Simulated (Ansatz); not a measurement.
Geometry optimisation, RKS PBE0-D4/6-31G* in Ansatz 0.2.0.

Input:

```yaml
crystal:
  periodic: [false, false, false]
  atoms:
    - { symbol: B, position_ang: [-0.027462, 0.587006, -0.30388] }
    - { symbol: H, position_ang: [-0.263429, -0.290463, 1.919115] }
    - { symbol: Cl, position_ang: [1.455098, -0.379649, -0.585778] }
    - { symbol: "N", position_ang: [-1.251286, 0.10712, -0.768797] }
    - { symbol: H, position_ang: [-1.353651, -0.772554, -1.245909] }
    - { symbol: H, position_ang: [-2.103309, 0.630582, -0.642073] }
    - { symbol: O, position_ang: [0.049588, 1.81437, 0.332206] }
    - { symbol: H, position_ang: [0.961637, 2.026006, 0.56261] }
    - { symbol: H, position_ang: [-0.208687, 0.408182, 2.030505] }
basis:
  gaussian: { orbitals: "6-31G*" }
hamiltonian:
  xc: pbe0
  dispersion: d4
relax:
  f_tol: 0.03
  max_steps: 50
```

Command:

```bash
$ ansatz run input.yaml --threads 1 --pin off --max-ram 2048MiB --backend cpu --events-out ev --progress --plain --runs-dir out
```

Task: Where does it end, and by what steps?

Result: The run converged. The force dipped under the threshold on the way, but the program's further checks kept it going. After 24 steps the energy has fallen by 0.219 eV; H2 moved furthest, 1.57 Å.

```
step  energy less start (eV)  largest force component (eV/Å)  accepted
   0                  0.0000                           1.494       yes
   1                 -0.1329                           0.337       yes
   2                 -0.1775                           0.218       yes
   3                 -0.1955                           0.145       yes
   4                 -0.1996                           0.099       yes
   5                 -0.1969                           0.387        no
   6                 -0.2005                           0.047       yes
   7                 -0.2016                           0.067       yes
   8                 -0.1938                           0.764        no
   9                 -0.2035                           0.090       yes
  10                 -0.2043                           0.234       yes
  11                 -0.2063                           0.196       yes
  12                 -0.2075                           0.314       yes
  13                 -0.2104                           0.177       yes
  14                 -0.2128                           0.056       yes
  15                 -0.2148                           0.118       yes
  16                 -0.2151                           0.201       yes
  17                 -0.2166                           0.106       yes
  18                 -0.2173                           0.005       yes
  19                 -0.2177                           0.023       yes
  20                 -0.2162                           0.229        no
  21                 -0.2182                           0.042       yes
  22                 -0.2183                           0.050       yes
  23                 -0.2184                           0.063       yes
  24                 -0.2186                           0.029       yes
```

```xyz
9
Properties=species:S:1:pos:R:3
B -0.033 0.554 -0.650
H -0.167 0.092 3.444
Cl 1.485 -0.085 -1.364
N -1.257 0.157 -1.189
H -1.337 -0.479 -1.964
H -2.131 0.494 -0.815
O 0.017 1.417 0.406
H 0.923 1.609 0.673
H -0.241 0.373 2.758
```

Time of the run: 68 s on 1 thread of Arm Neoverse V2 (shared host), peak memory 0.17 GiB.
